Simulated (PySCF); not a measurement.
Job for PySCF: R-B3LYP/6-31G* on C2H6OSi (a complex), monomers drawn apart or pushed together.

```python
from pyscf import gto, scf, dft, mp
from pyscf.data.elements import chemcore

mol = gto.M(
    atom='''
    C     0.50698490   -0.51613621    0.12668208
    O     1.02715108    0.04598754   -0.69681526
    C    -1.15343342   -1.01633629    5.10300117
    Si   -0.28740821    0.63412834    4.90607981
    H    -1.15757482   -1.56089204    4.15789246
    H    -2.18801466   -0.87671301    5.42166949
    H    -0.65026806   -1.63247878    5.85039245
    H     1.11927643    0.44416808    4.47439882
    H    -0.28026030    1.37910330    6.18950619
    H    -0.97102571    1.47123406    3.88967441
    ''',
    basis='6-31g*',
    cart=True,
    charge=0, spin=0, verbose=3, max_memory=1800)
mf = dft.RKS(mol, xc='b3lyp')
mf.conv_tol = 1e-8
mf.max_cycle = 100
mf.kernel()
if not mf.converged:
    mf = mf.newton().run(mf.mo_coeff, mf.mo_occ)
```

Program output:

```
converged SCF energy = -444.520169305797
```

The run converged.

Cost: very roughly 6 core-seconds.
